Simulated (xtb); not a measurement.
xtb input file for BHFBr, SMILES FBBr, GFN2-xTB. 

```
$ xtb mol.xyz --gfn 2 --sp --chrg 0 --uhf 0 --json
$ cat mol.xyz
4

B     -0.55433119    -1.05294567    -0.00000000
H     -1.69037272    -1.33670765     0.00000000
F      0.34139558    -2.00348828     0.00000000
Br     0.03969910     0.70379516     0.00000000
```

Program output:

```
[banner left out]
          |                Calculation Setup                |
           -------------------------------------------------



           -------------------------------------------------
          |                 G F N 2 - x T B                 |
           -------------------------------------------------

        Reference                      10.1021/acs.jctc.8b01176
      * Hamiltonian:
        H0-scaling (s, p, d)           1.850000    2.230000    2.230000
        zeta-weighting                 0.500000
      * Dispersion:
        s8                             2.700000
        a1                             0.520000
        a2                             5.000000
        s9                             5.000000
      * Repulsion:
        kExp                           1.500000    1.000000
        rExp                           1.000000
      * Coulomb:
        alpha                          2.000000
        third order                    shell-resolved
        anisotropic                    true
        a3                             3.000000
        a5                             4.000000
        cn-shift                       1.200000
        cn-exp                         4.000000
        max-rad                        5.000000


          ...................................................
          :                      SETUP                      :
          :.................................................:
          :  # basis functions                  19          :
          :  # atomic orbitals                  18          :
          :  # shells                            8          :
          :  # electrons                        18          :
          :  max. iterations                   250          :
          :  Hamiltonian                  GFN2-xTB          :
          :  restarted?                      false          :
          :  GBSA solvation                  false          :
          :  PC potential                    false          :
          :  electronic temp.          300.0000000     K    :
          :  accuracy                    1.0000000          :
          :  -> integral cutoff          0.2500000E+02      :
          :  -> integral neglect         0.1000000E-07      :
          :  -> SCF convergence          0.1000000E-05 Eh   :
          :  -> wf. convergence          0.1000000E-03 e    :
          :  Broyden damping             0.4000000          :
          :  net charge                          0          :
          :  unpaired electrons                  0          :
          ...................................................

 iter      E             dE          RMSdq      gap      omega  full diag
   1    -10.5052327 -0.105052E+02  0.118E+01    6.51       0.0  T
   2    -10.6344137 -0.129181E+00  0.839E+00    3.20       1.0  T
   3    -10.6580410 -0.236273E-01  0.505E+00    4.86       1.0  T
   4    -10.6746810 -0.166399E-01  0.223E+00    4.01       1.0  T
   5    -10.6705150  0.416597E-02  0.167E+00    4.78       1.0  T
   6    -10.6802260 -0.971105E-02  0.753E-01    4.33       1.0  T
   7    -10.6801516  0.744576E-04  0.558E-01    4.16       1.0  T
   8    -10.6804505 -0.298958E-03  0.318E-01    4.22       1.0  T
   9    -10.6807352 -0.284712E-03  0.623E-02    4.30       1.0  T
  10    -10.6807389 -0.369028E-05  0.103E-02    4.30       4.9  T
  11    -10.6807390 -0.276775E-07  0.364E-03    4.31      13.7  T
  12    -10.6807390  0.583583E-09  0.236E-03    4.31      21.2  T
  13    -10.6807390 -0.401169E-08  0.795E-04    4.31      62.9  T
  14    -10.6807390 -0.211952E-08  0.147E-04    4.31     340.1  T

   *** convergence criteria satisfied after 14 iterations ***

         #    Occupation            Energy/Eh            Energy/eV
      -------------------------------------------------------------
         1        2.0000           -0.8563441             -23.3023
       ...           ...                  ...                  ...
         3        2.0000           -0.5925627             -16.1245
         4        2.0000           -0.5693134             -15.4918
         5        2.0000           -0.5639218             -15.3451
         6        2.0000           -0.5404206             -14.7056
         7        2.0000           -0.4841120             -13.1734
         8        2.0000           -0.4587766             -12.4839
         9        2.0000           -0.4428384             -12.0502 (HOMO)
        10                         -0.2846254              -7.7451 (LUMO)
        11                         -0.1068435              -2.9074
        12                          0.0120450               0.3278
        13                          0.0137892               0.3752
        14                          0.0175704               0.4781
       ...                                ...                  ...
        18                          0.8023117              21.8320
      -------------------------------------------------------------
                  HL-Gap            0.1582129 Eh            4.3052 eV
             Fermi-level           -0.3637319 Eh           -9.8976 eV

 SCC (total)                   0 d,  0 h,  0 min,  0.004 sec
 SCC setup                      ...        0 min,  0.000 sec (  2.994%)
 Dispersion                     ...        0 min,  0.000 sec (  0.874%)
 classical contributions        ...        0 min,  0.000 sec (  0.633%)
 integral evaluation            ...        0 min,  0.001 sec ( 13.892%)
 iterations                     ...        0 min,  0.002 sec ( 60.822%)
 molecular gradient             ...        0 min,  0.001 sec ( 16.930%)
 printout                       ...        0 min,  0.000 sec (  3.373%)

         :::::::::::::::::::::::::::::::::::::::::::::::::::::
         ::                     SUMMARY                     ::
         :::::::::::::::::::::::::::::::::::::::::::::::::::::
         :: total energy             -10.641198796357 Eh    ::
         :: gradient norm              0.000014798597 Eh/a0 ::
         :: HOMO-LUMO gap              4.305193315782 eV    ::
         ::.................................................::
         :: SCC energy               -10.680738929556 Eh    ::
         :: -> isotropic ES            0.041171593679 Eh    ::
         :: -> anisotropic ES         -0.001768388740 Eh    ::
         :: -> anisotropic XC         -0.017652679121 Eh    ::
         :: -> dispersion             -0.001413909770 Eh    ::
         :: repulsion energy           0.039540133199 Eh    ::
         :: add. restraining           0.000000000000 Eh    ::
         :: total charge               0.000000000000 e     ::
         :::::::::::::::::::::::::::::::::::::::::::::::::::::

           -------------------------------------------------
          |                Property Printout                |
           -------------------------------------------------

    * Orbital Energies and Occupations

         #    Occupation            Energy/Eh            Energy/eV
      -------------------------------------------------------------
         1        2.0000           -0.8563441             -23.3023
         2        2.0000           -0.8560631             -23.2947
         3        2.0000           -0.5925627             -16.1245
         4        2.0000           -0.5693134             -15.4918
         5        2.0000           -0.5639218             -15.3451
         6        2.0000           -0.5404206             -14.7056
         7        2.0000           -0.4841120             -13.1734
         8        2.0000           -0.4587766             -12.4839
         9        2.0000           -0.4428384             -12.0502 (HOMO)
        10                         -0.2846254              -7.7451 (LUMO)
Note: The following floating-point exceptions are signalling: IEEE_DENORMAL
normal termination of xtb
        11                         -0.1068435              -2.9074
        12                          0.0120450               0.3278
        13                          0.0137892               0.3752
        14                          0.0175704               0.4781
        15                          0.0645231               1.7558
        16                          0.3225617               8.7773
        17                          0.4822415              13.1225
        18                          0.8023117              21.8320
      -------------------------------------------------------------
                  HL-Gap            0.1582129 Eh            4.3052 eV
             Fermi-level           -0.3637319 Eh           -9.8976 eV

     #   Z          covCN         q      C6AA      α(0)
     1   5 B        2.511     0.451    16.556     7.079
     2   1 H        0.939    -0.074     4.715     3.395
     3   9 F        0.771    -0.237    11.622     4.027
     4  35 Br       0.899    -0.140   188.800    22.154

 Mol. C6AA /au·bohr⁶  :        540.190460
 Mol. C8AA /au·bohr⁸  :      24316.357105
 Mol. α(0) /au        :         36.655247


Wiberg/Mayer (AO) data.
largest (>0.10) Wiberg bond orders for each atom

 ---------------------------------------------------------------------------
     #   Z sym  total        # sym  WBO       # sym  WBO       # sym  WBO
 ---------------------------------------------------------------------------
     1   5 B    3.283 --     4 Br   1.160     3 F    1.155     2 H    0.968
     2   1 H    0.995 --     1 B    0.968
     3   9 F    1.221 --     1 B    1.155
     4  35 Br   1.216 --     1 B    1.160
 ---------------------------------------------------------------------------

Topologies differ in total number of bonds
Writing topology from bond orders to xtbtopo.mol

molecular dipole:
                 x           y           z       tot (Debye)
 q only:       -0.400      -0.002       0.000
   full:       -0.645      -1.076       0.000       3.189
molecular quadrupole (traceless):
                xx          xy          yy          xz          yz          zz
 q only:        0.807       1.364      -2.148       0.000       0.000       1.341
  q+dip:        2.771       0.803      -6.013       0.000       0.000       3.242
   full:        1.436       0.927      -5.588       0.000       0.000       4.152


           -------------------------------------------------
          | TOTAL ENERGY              -10.641198796357 Eh   |
          | GRADIENT NORM               0.000014798597 Eh/α |
          | HOMO-LUMO GAP               4.305193315782 eV   |
           -------------------------------------------------

------------------------------------------------------------------------
------------------------------------------------------------------------
 total:
 SCF:
```

The calculation finished and met its thresholds.
